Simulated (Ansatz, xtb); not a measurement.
# A geometry optimisation of FOSi2 with r2SCAN-D4/def2-SVP

The starting geometry of this gas-phase doublet has its atoms placed at random.

```xyz
4

F    -1.5236    0.2727    0.5609
O    -1.1830   -0.1952   -0.4356
Si    1.5788   -0.1193    0.8861
Si    0.4153    0.4861   -1.6877
```

One run relaxed it with r2SCAN-D4/def2-SVP. What is a likely outcome?

It ends as a structure given below by its coordinates. Contacts that open: F1–O2 (1.15 → 4.75 Å). Contacts that close: F1–Si3 (3.14 → 1.64 Å), O2–Si4 (2.14 → 1.54 Å), Si3–Si4 (2.89 → 2.41 Å).

The energy falls by 9.37 eV over 23 steps:

| step | E − E(last) (eV) |
| --- | --- |
| 1 | 9.367 |
| 3 | 5.776 |
| 6 | 4.117 |
| 8 | 2.012 |
| 11 | 0.215 |
| 13 | 0.140 |
| 16 | 0.038 |
| 18 | 0.020 |
| 21 | 0.000 |
| 23 | 0.000 |

Final geometry (Å):

```yaml
atoms:
  - { symbol: F, position_ang: [-0.0646, -0.1211, 2.1158] }
  - { symbol: O, position_ang: [-0.8055, 0.2723, -2.5582] }
  - { symbol: Si, position_ang: [0.8613, 0.1744, 0.7966] }
  - { symbol: Si, position_ang: [-0.7038, 0.1187, -1.0305] }
```

From the same start GFN2-xTB reaches the same bonding as this run.

From so rough a start the end depends on the optimiser's path, so another program may land elsewhere. The end wasn't checked by frequencies. Open shells are spin-unrestricted. Run with Ansatz 0.2.0, 3.7 min on 1 thread of Intel(R) Xeon(R) Platinum 8259CL CPU @ 2.50GHz (Skylake/Cascade Lake) (shared host).
